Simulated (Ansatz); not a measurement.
CH₃Be, charge +1, singlet, at a GFN2-xTB geometry (such geometries of metal compounds can be far from the true shape). Base run: HF/def2-SV(P) (Ansatz, a quantum-chemistry and plane-wave program).

Geometry (Å):
```xyz
5

Be    -0.8776    -0.5385    -0.7256
C      0.2784     0.1709     0.2302
H      0.8795    -0.5198     0.8501
H     -0.0939     0.8985     0.9747
H      1.0542     0.7502    -0.3037
```
Charge +1, spin multiplicity 1.
All else is at Ansatz's defaults.

Variants of this job, named by their change:

```
change                                                                 basis functions     E (Eh)
---------------------------------------------------------------------  ---------------  ---------
base                                                                                29  -53.85902
basis = x2c-TZVPall; relativity = spin-free X2C; nucleus = Gaussian                 68  -53.94762
basis = ANO-RCC-VDZP; relativity = spin-free X2C; nucleus = Gaussian                43  -53.94501
basis = jorge-DZP-DKH; relativity = spin-free X2C; nucleus = Gaussian               45  -53.93591
basis = x2c-TZVPall; relativity = none                                              68  -53.92978
basis = ANO-RCC-VDZP; relativity = none                                             43  -53.92621
basis = jorge-DZP-DKH; relativity = none                                            45  -53.91823
basis = ANO-RCC-VDZP; relativity = spin-free X2C                                    43  -53.94502
basis = jorge-DZP-DKH; relativity = spin-free X2C                                   45  -53.93592
basis = x2c-TZVPall; relativity = spin-free X2C                                     68  -53.94763
```

Absolute energies of different levels of theory aren't comparable as measures of quality.

Ansatz warned in this series: the basis is contracted for relativity, which the run leaves out.

Basis sets contracted for a relativistic Hamiltonian are a mismatch without it, so the rows without relativity aren't non-relativistic limits. No row has spin-orbit coupling; sets with core potentials leave out the core electrons.
